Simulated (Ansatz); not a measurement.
TaSF3. The state is a singlet with charge 0. Geometry PBE0-D4/def2-SVP, basis def2-TZVP, Ansatz.

```json
{"run": "A", "HOMO (eV)": "-7.14", "LUMO (eV)": "-2.97"}
{"run": "B", "HOMO (eV)": "-9.42", "LUMO (eV)": "-1.27"}
{"run": "C", "HOMO (eV)": "-7.35", "LUMO (eV)": "-3.24"}
{"run": "D", "HOMO (eV)": "-9.63", "LUMO (eV)": "-1.09"}
{"run": "E", "HOMO (eV)": "-8.38", "LUMO (eV)": "-2.21"}
{"run": "F", "HOMO (eV)": "-10.60", "LUMO (eV)": "0.02"}
```

In the def2 sets Ta takes a core potential; there is no spin–orbit coupling.

Q: The runs used BHLYP, CAM-B3LYP, LDA (SPW92), PBE, PBE0, ωB97X-V. Estimate which is which.

A: A PBE (0 % exact exchange); B BHLYP (50 % exact exchange); C LDA (SPW92) (0 % exact exchange); D CAM-B3LYP (range-separated); E PBE0 (25 % exact exchange); F ωB97X-V (range-separated). Exact exchange lowers occupied and raises empty levels; among semilocal functionals meta-GGAs tend to open the gap a little, and such runs are hard to tell apart. The gap grows from 4.11 eV (LDA (SPW92)) to 10.62 eV (ωB97X-V).
